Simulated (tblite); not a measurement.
Species: C8H16P (charge +1).
Numbering: `[CH:1]#[C:2][CH2:3][P@H+:4]([CH2:5][CH3:6])[CH2:7][CH2:8][CH3:9]` (hydrogens: H10 on C1; H11, H12 on C3; H13 on P4; H14, H15 on C5; H16, H17, H18 on C6; H19, H20 on C7; H21, H22 on C8; H23, H24, H25 on C9)
Bond orders are those of one Lewis drawing.

Computed with GFN2-xTB (tblite), gas phase: L-BFGS steps from a force-field or distance-geometry start until the largest atomic force falls under 0.01 eV/Å.

Step 17: E = -743.6282 eV
```
atom  x, y, z in Å  |  force x, y, z in eV/Å
C1      3.0450   -1.7675   -2.1971   -0.056   0.028   0.065
C2      2.2143   -1.6295   -1.3456    0.061   0.015  -0.090
C3      1.2357   -1.5234   -0.2792    0.103  -0.065   0.065
P4      0.3212    0.0522   -0.3457    0.054  -0.031   0.003
C5      1.4837    1.4406   -0.1611    0.002   0.004   0.085
C6      0.8282    2.8068   -0.3668    0.014  -0.061  -0.037
C7     -0.9273    0.0949    0.9773   -0.003  -0.014   0.022
C8     -2.0037   -0.9939    0.8996    0.005   0.041  -0.035
C9     -2.9211   -0.7996   -0.3010    0.039  -0.046   0.000
H10     3.7819   -1.9046   -2.9343   -0.050   0.029   0.002
H11     0.5480   -2.3749   -0.3248   -0.082   0.066  -0.065
H12     1.7571   -1.5677    0.6874   -0.039   0.047   0.021
H13    -0.2464    0.1694   -1.5985   -0.039  -0.008   0.037
H14     2.3030    1.2879   -0.8706   -0.022  -0.008  -0.035
H15     1.9051    1.3755    0.8485    0.012  -0.024   0.008
H16     0.4532    2.9150   -1.3834   -0.028  -0.023   0.049
H17     1.5697    3.5853   -0.2010   -0.036  -0.010  -0.007
H18     0.0101    2.9671    0.3341    0.049   0.014  -0.058
H19    -0.3590    0.0069    1.9110    0.018  -0.011   0.033
H20    -1.3980    1.0815    0.9723   -0.018   0.014  -0.040
H21    -1.5468   -1.9870    0.8647   -0.038   0.068   0.016
H22    -2.5947   -0.9390    1.8167    0.026  -0.007  -0.040
H23    -3.3666    0.1936   -0.2939    0.032  -0.040  -0.002
H24    -2.3767   -0.9371   -1.2367   -0.021   0.017   0.026
H25    -3.7267   -1.5284   -0.2720    0.015   0.008  -0.022
```

Step 18: E = -743.6308 eV
```
atom  x, y, z in Å  |  force x, y, z in eV/Å
C1      3.0454   -1.7664   -2.1982   -0.057   0.034   0.060
C2      2.2161   -1.6274   -1.3454    0.051   0.003  -0.091
C3      1.2371   -1.5249   -0.2782    0.117  -0.070   0.070
P4      0.3263    0.0515   -0.3381    0.021  -0.022  -0.015
C5      1.4854    1.4408   -0.1595    0.015   0.016   0.094
C6      0.8291    2.8044   -0.3674   -0.006  -0.031  -0.042
C7     -0.9267    0.0969    0.9783   -0.052  -0.050   0.051
C8     -2.0033   -0.9922    0.8997   -0.020   0.007  -0.041
C9     -2.9200   -0.8012   -0.3014    0.037  -0.035  -0.015
H10     3.7803   -1.9006   -2.9386   -0.059   0.029   0.018
H11     0.5414   -2.3695   -0.3302   -0.058   0.049  -0.063
H12     1.7587   -1.5779    0.6881   -0.049   0.041   0.015
H13    -0.2441    0.1679   -1.5886   -0.041  -0.005   0.015
H14     2.2982    1.2882   -0.8746    0.022  -0.019  -0.049
H15     1.9134    1.3829    0.8468    0.020  -0.044   0.027
H16     0.4535    2.9093   -1.3832   -0.038  -0.014   0.017
H17     1.5680    3.5844   -0.2031   -0.003   0.008  -0.013
H18     0.0122    2.9689    0.3322    0.013   0.002  -0.028
H19    -0.3679    0.0080    1.9168    0.043   0.006   0.044
H20    -1.4005    1.0818    0.9683   -0.004   0.024  -0.038
H21    -1.5501   -1.9865    0.8662   -0.007   0.058   0.016
H22    -2.5975   -0.9394    1.8148    0.035   0.013  -0.031
H23    -3.3646    0.1914   -0.2949    0.008  -0.012  -0.003
H24    -2.3754   -0.9365   -1.2369   -0.016   0.003   0.019
H25    -3.7260   -1.5298   -0.2731    0.027   0.010  -0.020
```

Step 19: E = -743.6328 eV
```
atom  x, y, z in Å  |  force x, y, z in eV/Å
C1      3.0456   -1.7650   -2.1989   -0.030   0.033   0.026
C2      2.2175   -1.6255   -1.3457    0.012  -0.008  -0.041
C3      1.2402   -1.5272   -0.2768    0.070  -0.041   0.048
P4      0.3309    0.0502   -0.3317   -0.011  -0.010  -0.011
C5      1.4873    1.4412   -0.1569    0.028   0.007   0.060
C6      0.8299    2.8021   -0.3683   -0.016   0.002  -0.028
C7     -0.9270    0.0978    0.9802   -0.057  -0.052   0.054
C8     -2.0034   -0.9907    0.8991   -0.027  -0.018  -0.026
C9     -2.9187   -0.8029   -0.3019    0.020  -0.008  -0.026
H10     3.7779   -1.8965   -2.9420   -0.047   0.027   0.011
H11     0.5349   -2.3636   -0.3360   -0.025   0.028  -0.054
H12     1.7594   -1.5860    0.6895   -0.040   0.025   0.027
H13    -0.2433    0.1666   -1.5802   -0.034  -0.004   0.007
H14     2.2941    1.2882   -0.8787    0.043  -0.024  -0.037
H15     1.9211    1.3885    0.8463    0.028  -0.056   0.043
H16     0.4531    2.9039   -1.3828   -0.043  -0.011  -0.018
H17     1.5666    3.5836   -0.2052    0.021   0.021  -0.023
H18     0.0142    2.9704    0.3300   -0.021  -0.007   0.003
H19    -0.3748    0.0091    1.9225    0.047   0.020   0.039
H20    -1.4026    1.0822    0.9641    0.013   0.017  -0.030
H21    -1.5529   -1.9851    0.8678    0.027   0.027   0.014
H22    -2.5993   -0.9394    1.8126    0.025   0.028  -0.011
H23    -3.3626    0.1891   -0.2958   -0.013   0.013  -0.005
H24    -2.3744   -0.9360   -1.2369    0.001  -0.012  -0.005
H25    -3.7249   -1.5309   -0.2744    0.027   0.002  -0.017
```

Step 20: E = -743.6341 eV
```
atom  x, y, z in Å  |  force x, y, z in eV/Å
C1      3.0457   -1.7636   -2.1992   -0.002   0.031  -0.008
C2      2.2184   -1.6242   -1.3460   -0.025  -0.013   0.015
C3      1.2432   -1.5293   -0.2753    0.002  -0.001   0.018
P4      0.3337    0.0492   -0.3277   -0.026   0.001   0.006
C5      1.4892    1.4415   -0.1546    0.030  -0.008   0.013
C6      0.8302    2.8006   -0.3692   -0.012   0.018  -0.007
C7     -0.9280    0.0975    0.9822   -0.025  -0.026   0.036
C8     -2.0039   -0.9901    0.8983   -0.016  -0.024  -0.003
C9     -2.9175   -0.8039   -0.3027    0.001   0.015  -0.027
H10     3.7754   -1.8934   -2.9440   -0.026   0.024  -0.007
H11     0.5302   -2.3590   -0.3405    0.002   0.010  -0.042
H12     1.7591   -1.5905    0.6913   -0.023   0.008   0.041
H13    -0.2437    0.1656   -1.5751   -0.023  -0.004   0.008
H14     2.2920    1.2876   -0.8817    0.040  -0.022  -0.010
H15     1.9264    1.3910    0.8469    0.030  -0.057   0.042
H16     0.4520    2.9001   -1.3830   -0.040  -0.011  -0.032
H17     1.5660    3.5832   -0.2070    0.024   0.022  -0.032
H18     0.0151    2.9712    0.3287   -0.033  -0.011   0.017
H19    -0.3783    0.0100    1.9266    0.036   0.025   0.025
H20    -1.4034    1.0827    0.9609    0.024   0.000  -0.019
H21    -1.5542   -1.9838    0.8690    0.044  -0.004   0.010
H22    -2.5998   -0.9387    1.8110    0.005   0.031   0.008
H23    -3.3615    0.1879   -0.2964   -0.021   0.023  -0.008
H24    -2.3737   -0.9359   -1.2372    0.016  -0.019  -0.027
H25    -3.7236   -1.5316   -0.2754    0.019  -0.008  -0.017
```

**Question.** Estimate the geometry and energy of step 21. (The exact step hangs on the optimiser's Hessian estimate; all steps are aligned on step 20, rigid shifts and turns removed.)

**Answer.** E = -743.6350 eV, largest force 0.066 eV/Å
```
atom  x, y, z in Å  |  force x, y, z in eV/Å
C1      3.0455   -1.7620   -2.1993    0.011   0.028  -0.025
C2      2.2187   -1.6237   -1.3459   -0.041  -0.013   0.050
C3      1.2452   -1.5304   -0.2741   -0.048   0.029  -0.003
P4      0.3348    0.0485   -0.3253   -0.023   0.010   0.019
C5      1.4908    1.4415   -0.1528    0.024  -0.015  -0.021
C6      0.8301    2.8000   -0.3698   -0.002   0.018   0.009
C7     -0.9290    0.0969    0.9841    0.014   0.003   0.014
C8     -2.0045   -0.9902    0.8977    0.000  -0.016   0.015
C9     -2.9167   -0.8043   -0.3038   -0.008   0.025  -0.021
H10     3.7732   -1.8909   -2.9455   -0.010   0.022  -0.022
H11     0.5272   -2.3555   -0.3441    0.019  -0.006  -0.030
H12     1.7583   -1.5926    0.6933   -0.013  -0.006   0.046
H13    -0.2448    0.1649   -1.5720   -0.014  -0.003   0.011
H14     2.2915    1.2867   -0.8837    0.027  -0.018   0.019
H15     1.9299    1.3910    0.8482    0.025  -0.050   0.026
H16     0.4506    2.8972   -1.3836   -0.030  -0.012  -0.024
H17     1.5661    3.5832   -0.2087    0.011   0.016  -0.039
H18     0.0150    2.9714    0.3282   -0.026  -0.014   0.015
H19    -0.3795    0.0110    1.9294    0.018   0.026   0.011
H20    -1.4032    1.0831    0.9584    0.026  -0.014  -0.007
H21    -1.5539   -1.9831    0.8700    0.045  -0.021   0.006
H22    -2.5998   -0.9376    1.8100   -0.014   0.024   0.017
H23    -3.3611    0.1875   -0.2969   -0.021   0.019  -0.013
H24    -2.3730   -0.9362   -1.2378    0.022  -0.019  -0.036
H25    -3.7222   -1.5322   -0.2764    0.010  -0.013  -0.019
```

The energy changes by -0.0009 eV. The first-order estimate −F·Δx gives -0.0013 eV and the mean of the old and new forces, exact on a quadratic surface, -0.0009 eV. The step makes an angle of 60° with the force vector and moves no atom by more than 0.006 Å.
